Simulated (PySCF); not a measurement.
# Radial density of P⁺ (phosphorus, charge +1)

MN15, [Ne] 3s2 3p2, high-spin 3P determinant. Calculation: PySCF 2.14, in x2c-SVPall (4s3p1d, 18 functions); scalar relativity by spin-free X2C-1e.

| r (bohr) | 4πr²ρ (e/bohr) | 4πr²(ρα − ρβ) |
| --- | --- | --- |
| 0.00172 | 0.08014 | 0.0000 |
| 0.00289 | 0.2232 | 0.0000 |
| 0.00486 | 0.6053 | 0.0000 |
| 0.00818 | 1.545 | 0.0000 |
| 0.0138 | 3.581 | 0.0001 |
| 0.0231 | 7.558 | 0.0003 |
| 0.0389 | 13.19 | 0.0023 |
| 0.0654 | 17.15 | 0.0126 |
| 0.110 | 14.25 | 0.0518 |
| 0.185 | 10.78 | 0.1471 |
| 0.311 | 15.25 | 0.2041 |
| 0.524 | 12.59 | 0.0435 |
| 0.881 | 3.374 | 0.1785 |
| 1.48 | 2.405 | 1.0470 |
| 2.49 | 1.238 | 0.6543 |
| 4.19 | 0.1162 | 0.0917 |
| 7.05 | 0.0001521 | 0.0001 |

Densities and radii are taken from the X2C orbitals without a picture-change correction, which distorts them close to the nucleus.
